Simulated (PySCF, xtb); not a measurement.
C2H6BF2N, SMILES N(B(F)CF)C.

GFN2-xTB (xtb) at its own geometry gives an orbital gap of 6.26 eV and a dipole moment of 1.66 D.

Geometry: TPSSh-D3(BJ)/def2-SVP. The structure was generated by enumeration, and PubChem lists no compound with its InChIKey, so it may never have been made. Other conformers were not sampled.

Question: What does PBE/def2-TZVP (PySCF) give? (Estimate from the structure and the level; the computed values follow.)

Answer: gap 6.53 eV (levels -6.39 and 0.14 eV), dipole 1.27 D.
